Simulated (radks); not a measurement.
Os61+, configuration [Ne] 3s2 3p3.

All-electron calculation, non-relativistic Kohn-Sham, LB94 model potential, spin-polarised, spherical densities, point nucleus; open shells are filled with parallel spins first (spin-orbit coupling, left out, can overturn this in heavy ions); relativity is left out, which matters for an element this heavy. Program: a radial shooting solver on a logarithmic mesh with Libxc functionals.

Energy parts (hartree):
part                   energy
kinetic            12138.9455
electron-nucleus  -25259.4744
Hartree             1139.4042
(The LB94 potential has no energy functional, so no total or exchange-correlation energy is given.)

Orbitals (lengths in bohr, moments of r in powers of bohr):
| orbital | occ. | eigenvalue (hartree) | <r> |
|---|---|---|---|
| 1s up | 1 | -2662.886 | 0.01991 |
| 1s down | 1 | -2662.893 | 0.01990 |
| 2s up | 1 | -583.1004 | 0.08291 |
| 2s down | 1 | -583.0694 | 0.08296 |
| 2p up | 3 | -568.8805 | 0.07004 |
| 2p down | 3 | -568.6073 | 0.07010 |
| 3s up | 1 | -240.5424 | 0.1956 |
| 3s down | 1 | -239.6238 | 0.1954 |
| 3p up | 3 | -235.0941 | 0.1843 |
| 3p down | 0 | -234.3310 | 0.1840 |

The highest occupied level is 3p up at -6397.2 eV. Spin moment in Bohr magnetons: 3. Summed over all electrons, <r^2> = 0.2568 bohr^2, which gives a Langevin (diamagnetic) susceptibility term of -0.203 x 10^-6 cm^3/mol. The density falls to 0.001 e/bohr^3 at r = 0.56 bohr. The spin density at the nucleus is -4.45 e/bohr^3 (1s -19.58, 2s 40.69, 3s -25.55). The electron density at the nucleus is 3.151e+05 e/bohr^3.
